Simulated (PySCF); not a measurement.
Electronic absorption of C6H9F3

Compound: C₆H₉F₃.
Geometry (PBE0-D3(BJ)/def2-SVP, Å), atoms numbered from 1 in this order:
```xyz
18
C6H9F3 angstrom
C     -2.8425    0.2587   -0.1541
C     -1.5852   -0.5329   -0.4739
C     -0.3091    0.2797   -0.3122
C      0.9534   -0.5132   -0.6479
C      2.1885    0.3072   -0.5881
F      2.2691    1.3008   -1.4821
C      3.1893    0.1657    0.2801
F      3.2128   -0.7710    1.2028
F      4.2599    0.9189    0.3182
H     -3.7496   -0.3503   -0.2850
H     -2.9357    1.1406   -0.8080
H     -2.8322    0.6211    0.8864
H     -1.6402   -0.9171   -1.5080
H     -1.5320   -1.4259    0.1741
H     -0.2318    0.6549    0.7233
H     -0.3547    1.1730   -0.9583
H      0.8667   -0.9236   -1.6703
H      1.0617   -1.3738    0.0294
```

Computed with PySCF 2.14.0, density-fitted response routines, TDDFT PBE0/def2-SVPD, vertical, gas phase, core orbitals frozen in the response.

**Question.** What does the calculation give for the low-lying excited states?

**Answer.** 

```
state  E (eV)  E (kJ/mol)  λ (nm)      f  |μ| (D)  main configurations (H = HOMO, L = LUMO)
   S1    6.44         621   192.6  0.013     0.73                    H→L (63%), H→L+1 (27%)
   S2    7.04         679   176.1  0.023     0.93       H→L+3 (25%), H→L+4 (22%), H→L (17%)
   S3    7.20         695   172.1  0.038     1.18     H→L+2 (41%), H→L+4 (24%), H→L+1 (12%)
   S4    7.46         720   166.2  0.049     1.32     H→L+3 (38%), H→L+2 (23%), H→L+4 (21%)
   S5    7.82         755   158.5  0.358     3.47     H→L+1 (32%), H→L+3 (30%), H→L+2 (18%)
   S6    7.88         760   157.4  0.079     1.63     H→L+6 (37%), H→L+4 (29%), H→L+5 (15%)
```

The lowest singlet comes at 193 nm (621 kJ/mol) in the vacuum ultraviolet; it is weak; its leading configuration is HOMO→LUMO (63%). The most intense listed level is S5 at 7.82 eV (158 nm, f = 0.358), 1.39 eV above S1. Löwdin shares by element: HOMO carbon 57% or more, fluorine 22% or more (atoms not listed hold the other 21%); LUMO carbon 48% or more (atoms not listed hold the other 52%). Orbital energies (eV): HOMO-3 -10.00, HOMO-2 -9.63, HOMO-1 -9.35, HOMO -7.15, LUMO 0.49, LUMO+1 0.72, LUMO+2 0.91. The listed states span 1.44 eV, and the widest gap between neighbours is 0.60 eV (S1 to S2). Of the 6 states listed, 6 reach f = 0.01 and none stays under 0.0005. Singlets were solved by full linear response.

Time: 74 s wall. Hardware: Arm Neoverse V1, one thread, shared host.

One conformer stands for the species.
